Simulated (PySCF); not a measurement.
`[SiH3][Se][SiH2][O][GeH3]`. Method: PBE0-D3(BJ)/def2-SVP geometry optimisation, gas phase in PySCF 2.14.0.

```
atom  x, y, z in Å
Si1   -2.2183    0.3581    0.3446
Se2   -0.9795   -1.0080    1.6940
Si3    0.4216   -1.6749    0.0123
O4     1.0195   -0.3727   -0.8058
Ge5    1.8618    1.1352   -0.3361
H6    -1.4929    1.6302    0.0493
H7    -2.5398   -0.3298   -0.9405
H8    -3.4698    0.6714    1.0917
H9     1.4837   -2.4682    0.6999
H10   -0.3129   -2.5119   -0.9740
H11    1.4898    2.1594   -1.4150
H12    1.3687    1.5573    1.0574
H13    3.3700    0.8351   -0.3309
```

Question: Which two atoms are farthest apart?

Answer: H8···H13, 6.99 Å; the next longest distance is 6.05 Å.

Question: How far are the heavy atoms from their best plane (unweighted least squares)?

Answer: 0.575 Å rms; Si1 0.48, Se2 0.83, Si3 0.35, O4 0.55, Ge5 0.56 Å (magnitudes).

Question: Give the dihedral angles H10–Si3–O4–Ge5, Si1–Se2–Si3–H10, H8–Si1–Se2–Si3, Si3–O4–Ge5–H13.

Answer: H10–Si3–O4–Ge5 173° (antiperiplanar); Si1–Se2–Si3–H10 -68° (synclinal); H8–Si1–Se2–Si3 165° (antiperiplanar); Si3–O4–Ge5–H13 89° (synclinal). Dihedral signs follow IUPAC: positive where, seen along the central bond, the front bond turns clockwise onto the rear one.

Question: How far apart are these pairs, which share no bond: Si1···H12, Se2···Ge5, Se2···H10, Si3···H6, H6···H10, H6···H11?

Answer: Si1···H12 3.849 Å (5 bonds apart); Se2···Ge5 4.097 Å (3 bonds apart); Se2···H10 3.134 Å (2 bonds apart); Si3···H6 3.820 Å (3 bonds apart); H6···H10 4.427 Å (4 bonds apart); H6···H11 3.365 Å (6 bonds apart).

Question: Write the matrix of distances between heavy atoms (Å, lower triangle).

Answer: 
```
Si1   0.000
Se2   2.285  0.000
Si3   3.349  2.288  0.000
O4    3.513  3.263  1.650  0.000
Ge5   4.209  4.097  3.177  1.790  0.000
```

Stationary, but not proved a minimum. The numbers are those of one conformer.
